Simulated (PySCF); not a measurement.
**Worked example: oscillator strength and radiative lifetime**

C3H7FOSi, SMILES CC(=O)[Si@@H](C)F.

Geometry optimised at B3LYP-D3(BJ)/def2-SVP. The structure was generated by enumeration; whether it is a known compound was not checked. One conformer was computed; it need not be the lowest.

TDDFT-PBE/def2-SVPD (PySCF) puts the first singlet state with f over 0.02 at 5.69 eV (vertical), with the transition dipole (-0.390, 0.174, 0.037) in atomic units.

Task: Find the oscillator strength, the wavelength and the radiative lifetime that this transition would have in vacuum if emission retraced absorption.

Result: 
|μ|² = 0.1837 au, so |μ| = 1.09 D. ΔE = 5.69/27.211 = 0.2091 hartree. f = (2/3) ΔE |μ|² = 0.026 (the program prints 0.026).
λ = 1239.84/5.69 = 218 nm; ν = 45893 cm⁻¹.
Einstein's coefficient A = 0.6670 ν² f s⁻¹ (ν in cm⁻¹) = 3.6e7 s⁻¹, so τ = 1/A = 28 ns. This state is S4; the lower singlets have f = 0.002, 0.007, 0.018. The figure is the radiative limit of this one transition; relaxation, internal conversion, crossing to triplets and a medium change what is measured.
